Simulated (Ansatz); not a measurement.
Ideal-gas functions of CH₃AlFN, SMILES `N=[C](F)[AlH2]` at 298.15 K and 1 bar, from an Ansatz frequency run at PBE0-D4/def2-TZVP.

Molar mass 75.02 g/mol, point group Cs (symmetry number 1), electronic degeneracy 1, moments of inertia 47.903, 119.361, 167.263 u Å². Harmonic wavenumbers (cm⁻¹, unscaled): 105, 168, 362, 402, 514, 616, 698, 768, 911, 999, 1265, 1708, 1943, 1968, 3522.

Use S(trans) = R[1.5 ln M + 2.5 ln T − 1.1517]; rotational temperatures θ = 24.2544 K / I; S(rot) = R[ln(√π/σ · √(T³/θAθBθC)) + 1.5]; for each mode x = 1.438777 ν̃/T, S = R[x/(eˣ − 1) − ln(1 − e⁻ˣ)] and H = RT x/(eˣ − 1); 1 cm⁻¹ = 0.0119627 kJ/mol; R = 8.31446 J/(mol·K).

Q: By hand: the entropy, in J/(mol·K).

A: Translation 162.7. Rotation: θ = 0.5063, 0.2032, 0.145 K, giving 105.8. Vibration, mode by mode: 14.06, 10.28, 4.66, 4.00, 2.61, 1.77, 1.29, 0.98, 0.56, 0.39, 0.13, 0.02, 0.01, 0.01, 0.00, in all 40.8. Electronic 0.0. Sum 309.3 J/(mol·K).

Q: By hand: H − E and G − E in kJ/mol, counted from the electronic energy.

A: Zero-point energy ½ × 15949 × 0.0119627 = 95.4; thermal vibration 7.0; translation, rotation and pV give 4 RT = 9.9. H − E = 112.3 kJ/mol, and G − E = 112.3 − 298.15 × 309.3/1000 = 20.1 kJ/mol.

Vibration gives 13 % of the entropy, 14.1 J/(mol·K) of it from the mode under 150 cm⁻¹: soft modes count most, and the harmonic formula is weakest for them. The sum counts one conformer and one mirror image; others add a mixing term.
